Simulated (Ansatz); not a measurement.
Relaxation of B2FH5Si (9 atoms, charge 0, multiplicity 1), to a largest force component of 0.02 eV/Å in at most 40 steps.

Theory: RKS PBE-D4/6-31G in Ansatz.

```xyz
9
Properties=species:S:1:pos:R:3:forces:R:3
B -0.758 1.130 -0.980 -2.88 2.19 -1.59
B 0.521 0.325 -0.488 2.45 -0.66 -0.14
Si 0.333 -0.973 0.928 3.48 1.65 1.75
F -0.653 -2.164 0.484 -2.61 -2.85 -0.89
H -0.703 1.961 -1.879 -0.12 -0.21 0.19
H -1.857 1.004 -0.485 0.00 0.05 0.01
H 1.600 0.521 -0.993 0.13 0.04 0.24
H 1.719 -1.562 1.194 -0.23 -0.26 0.24
H -0.113 -0.289 2.201 -0.22 0.05 0.18
```

Task: Where does it end, and by what steps?

Result: It converged. Limits of this set-up: no polarisation functions. After 14 steps the energy has fallen by 1.669 eV; H7 moved furthest, 1.30 Å.

| step | energy less start (eV) | largest force component (eV/Å) | accepted |
| --- | --- | --- | --- |
| 0 | 0.0000 | 3.479 | yes |
| 1 | -0.5952 | 1.442 | yes |
| 2 | -0.8127 | 0.415 | yes |
| 3 | -0.9959 | 0.680 | yes |
| 4 | -1.1849 | 0.781 | yes |
| 5 | -1.3974 | 0.781 | yes |
| 6 | -1.5479 | 0.409 | yes |
| 7 | -1.6301 | 0.182 | yes |
| 8 | -1.6593 | 0.056 | yes |
| 9 | -1.6633 | 0.094 | yes |
| 10 | -1.6642 | 0.150 | yes |
| 11 | -1.6687 | 0.049 | yes |
| 12 | -1.6690 | 0.035 | yes |
| 13 | -1.6692 | 0.021 | yes |
| 14 | -1.6693 | 0.016 | yes |

```xyz
9
Properties=species:S:1:pos:R:3
B -0.776 1.097 -1.154
B 0.441 0.681 -0.179
Si 0.426 -1.038 0.886
F -1.004 -1.969 0.629
H -0.830 0.761 -2.315
H -1.729 1.728 -0.753
H 1.445 1.328 0.010
H 1.611 -1.905 0.487
H 0.505 -0.730 2.373
```

Run time: 32 s on 1 thread of Intel(R) Xeon(R) Platinum 8259CL CPU @ 2.50GHz (Skylake/Cascade Lake), on a shared host, peak memory 0.15 GiB.
